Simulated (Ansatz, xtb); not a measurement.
**C4H3ClNP: which of two isomers lies lower**

We compare a, `ClC1=NC=CP=C1`, a singlet, with b, `ClC1=PC=NC=C1`, a singlet. Both are isolated molecules in the gas phase, relaxed with PBE0-D3(BJ)/def2-SVP.

a (Å):

```yaml
atoms:
  - { symbol: C, position_ang: [-2.8450, 0.0169, -0.9727] }
  - { symbol: C, position_ang: [-3.1254, -1.3200, -1.2626] }
  - { symbol: C, position_ang: [-0.9894, -1.0826, -2.7898] }
  - { symbol: C, position_ang: [-0.9851, 0.2210, -2.3036] }
  - { symbol: Cl, position_ang: [-3.9125, 0.8299, 0.1405] }
  - { symbol: N, position_ang: [-1.8581, 0.7440, -1.4465] }
  - { symbol: P, position_ang: [-2.1691, -2.2725, -2.3439] }
  - { symbol: H, position_ang: [-3.9912, -1.7812, -0.7806] }
  - { symbol: H, position_ang: [-0.2029, -1.3714, -3.4935] }
  - { symbol: H, position_ang: [-0.1990, 0.9092, -2.6400] }
```

b (Å):

```xyz
10

C    -2.7670    0.0524   -0.8572
C    -2.5576   -1.2753   -1.2082
C    -1.7033   -1.6341   -2.2533
C    -1.0863    0.5086   -2.8244
Cl   -3.8467    0.3883    0.4547
N    -1.0084   -0.7988   -3.0173
P    -2.0124    1.4185   -1.6518
H    -3.0754   -2.0609   -0.6514
H    -1.5822   -2.7000   -2.4790
H    -0.4748    1.1180   -3.5064
```

**Question.** Estimate which is lower in electronic energy at CCSD(T)/def2-SVP + ΔMP2/def2-TZVPP, and by roughly how much.

**Answer.** The CCSD(T)/def2-SVP + ΔMP2/def2-TZVPP calculation puts structure a lower, by 18.4 kJ/mol.

The same difference at several levels:

```
                             level              geometry  E(b) − E(a) (kJ/mol)  departure from the last row (kJ/mol)  job, with rough time for the two
                          GFN2-xTB              GFN2-xTB                   +12.3                                  −6.1              optimisation, 0.26 s
                         HF/STO-3G              GFN2-xTB                   +11.6                                  −6.7                 single point, 1 s
                r2SCAN-D4/def2-SVP              GFN2-xTB                   +20.9                                  +2.6               single point, 6.9 s
              PBE0-D3(BJ)/def2-SVP  PBE0-D3(BJ)/def2-SVP                   +20.8                                  +2.4                optimisation, 62 s
                       HF/def2-SVP  PBE0-D3(BJ)/def2-SVP                   +24.8                                  +6.4           part of the CCSD(T) run
                      MP2/def2-SVP  PBE0-D3(BJ)/def2-SVP                   +20.4                                  +2.1           part of the CCSD(T) run
                  CCSD(T)/def2-SVP  PBE0-D3(BJ)/def2-SVP                   +18.5                                  +0.1                      single point
CCSD(T)/def2-SVP + ΔMP2/def2-TZVPP  PBE0-D3(BJ)/def2-SVP                   +18.4                                                      single point, 95 s
```

As drawn, both hold the same kinds of bond in the same numbers.

None of the levels shown reverses the order. The largest departure from CCSD(T)/def2-SVP + ΔMP2/def2-TZVPP is that of HF/STO-3G, 6.7 kJ/mol. The last row adds to CCSD(T) the change of the MP2 difference between the two basis sets, here −0.1 kJ/mol.

With thermal terms from frequencies at re-optimised GFN2-xTB minima (ideal gas, soft modes damped towards free rotors, one conformer each, 298.15 K, 1 atm): the zero-point term adds +0.3 kJ/mol; ΔH is +18.7 and ΔG +18.5 kJ/mol.

The correlated steps freeze 15 core orbitals. Programs: Ansatz 0.2.0, xtb 6.7.1; the last row on 2 threads of Intel(R) Xeon(R) Processor @ 2.70GHz on a shared host.
